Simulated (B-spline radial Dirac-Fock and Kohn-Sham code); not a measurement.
**Atomic SCF run for Ti**

ΔSCF core binding energies without Breit or QED terms, calculated with an atomic code on a B-spline grid. Keys: rel is the Hamiltonian (dirac, or spin-free x2c and nr, where L3 and M5 stand for the whole 2p and 3d shells), method is hf or an exchange,correlation pair (spin-unpolarised, also for the hole states), nuc the nuclear model, radius_factor scales its radius, rmax is the box in bohr, h the logarithmic mesh step, order the B-spline order, points the quadrature points per cell, c_factor scales the speed of light, and damp, ndamp, maxit and tol steer the iteration. The run stops when the commutator error falls below 10·tol·max(1, Z/10), or the numerical noise floor, and the energy has settled to about 1e-8 Ha; the virial ratio is −V/T.

Input (task.json):

```json
{"items": [{"Z": 22, "q": 0, "cfg": [[1, 0, 2], [2, 0, 2], [2, 1, 6], [3, 0, 2], [3, 1, 6], [3, 2, 2], [4, 0, 2]], "A": 48, "rrms": 3.5921, "do": "settings", "holes": ["K", "L3", "M5"],
  "settings": [{"rel": "dirac", "method": "hf", "nuc": "fermi", "radius_factor": 1.0, "rmax": 45.0, "h": 0.3, "order": 8, "points": 10, "c_factor": 1.0, "maxit": 5, "damp": 0.5, "ndamp": 3, "tol": 1e-08}]}]}
```

Command: `python xray2_run.py task.json out`

Ground-state iterations:

```
iter   energy (Ha)        error
   1     -849.12741456  8.23e-01
   2     -851.67265290  2.14e-01
   3     -852.69728334  5.99e-02
   4     -852.80404762  2.59e-02
   5     -852.81684615  9.29e-03
```

The ground state had not converged after 5 iterations, with total energy -852.81685 Ha, virial ratio 1.99045 and highest orbital energy -6.12 eV. ΔSCF binding energies: K (1s) 4982.9 eV, L3 (2p3/2) 467.0 eV (not all states converged, so these are not final). Holes are computed only in closed shells, and unreliable hole states are left out.

**Question.** One setting is unsound. Which, and why?

**Answer.** maxit ends the run before self-consistency. With the default settings (Dirac Hartree-Fock): The ground state converged in 12 iterations, with total energy -852.81984 Ha, virial ratio 1.98954 and highest orbital energy -6.09 eV. ΔSCF binding energies: K (1s) 4982.8 eV, L3 (2p3/2) 467.0 eV. Holes are computed only in closed shells, and unreliable hole states are left out.
